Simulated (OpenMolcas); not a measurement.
3s² 3p³ along the 15-electron sequence

| Property | Result |
| --- | --- |
| Program | OpenMolcas 26.06 |
| Method | SS-CASPT2, IPEA 0.25 Eh, imaginary shift 0.1 Eh |
| Basis | ANO-RCC-VTZP |
| Scalar Hamiltonian | DKH2, point nucleus |
| Spin-orbit coupling | state interaction with AMFI integrals over the reference wave functions, term energies averaged over their components |

Active space for each ion: 3 electrons in 3 orbitals (3p); closed shells correlated by CASPT2: 2s 2p 3s.

Computed levels in cm-1 above ⁴S°_3/2:

| Level | S+ | Cl2+ | Ar3+ |
| --- | --- | --- | --- |
| ²D°_3/2 | 15680 | 18910 | 22170 |
| ²D°_5/2 | 15700 | 18960 | 22270 |
| ²P°_1/2 | 26490 | 31910 | 37210 |
| ²P°_3/2 | 26510 | 31980 | 37350 |
| weight of ⁴S° in the lowest level (%) | 100 | 100 | 100 |

Measured, with the error of the calculation in %. Measured levels: S+ from NIST Handbook of Basic Atomic Spectroscopic Data; Cl2+ from Moore, Atomic Energy Levels, vol. I, NSRDS-NBS 35 (1971 reprint of NBS Circular 467, 1949); Ar3+ from Saloman, J. Phys. Chem. Ref. Data 39, 033101 (2010).

```
  Level            S+          Cl2+          Ar3+
²D°_3/2  14853 (+5.5)  18053 (+4.7)  21091 (+5.1)
²D°_5/2  14885 (+5.5)  18120 (+4.6)  21220 (+5.0)
²P°_1/2  24525 (+8.0)  29812 (+7.0)  34855 (+6.8)
²P°_3/2  24572 (+7.9)  29907 (+6.9)  35032 (+6.6)
```

²D°_3/2 changes by a factor of 1.41 over the same range, with steps per unit of Z of +3230, +3260 cm-1.

CASPT2 does not keep the components of a term degenerate, so their means are used; among the terms shown or strongly mixed into the levels shown the widest spread is 250 cm-1 (3s² 3p³ ²D°, Ar3+). With the s shell closed, the reference lacks s² → p² mixing. Measured partners are found by configuration, term and J. A level has none where our copy of the source lacks it or the pairing is in doubt (some pairs that miss far off the trend of their configuration count as doubtful), and it then counts in no deviation. Levels of configurations outside the active space are missing.

° marks odd parity.
